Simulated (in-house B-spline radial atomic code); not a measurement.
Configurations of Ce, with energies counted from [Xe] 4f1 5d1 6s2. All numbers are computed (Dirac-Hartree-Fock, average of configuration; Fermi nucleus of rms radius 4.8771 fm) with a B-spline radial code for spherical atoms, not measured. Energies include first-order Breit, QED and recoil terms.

Occupations are held fixed; configurations that lie above the ionisation limit could autoionise.

| configuration | E - E(ref) (eV) | highest orbital | its <r> (bohr) |
| --- | --- | --- | --- |
| [Xe] 4f1 5d1 6s1 6p1 | 1.5808 | 6p3/2 | 6.209 |
| [Xe] 4f1 5d1 6s1 8p1 | 3.9998 | 8p3/2 | 26.31 |
| [Xe] 5d1 5f1 6s2 | 9.2004 | 5f7/2 | 17.8 |
| [Kr] 4d10 4f1 5s2 5p5 5d1 6s2 9s1 | 26.954 | 9s1/2 | 32.96 |
| [Kr] 4d10 4f1 5s2 5p5 5d1 6s2 7g1 | 27.3 | 7g9/2 | 63.48 |

Problem. Order these further configurations by energy, lowest first.
A. [Kr] 4d10 4f1 5s2 5p5 5d1 5g1 6s2
B. [Xe] 5d1 6s2 7s1
C. [Xe] 4f1 5d1 6s1 6g1
D. [Xe] 4f1 6s2 10s1
E. [Xe] 4f1 6s2 9d1

Solution. C (4.383 eV), D (5.1904 eV), E (5.2566 eV), B (8.0652 eV), A (27.033 eV).

Problem. How far above the reference does [Xe] 4f1 6s2 9p1 lie?

Solution. 5.0988 eV; its least bound orbital is 9p3/2 with <r> = 39.45 bohr.
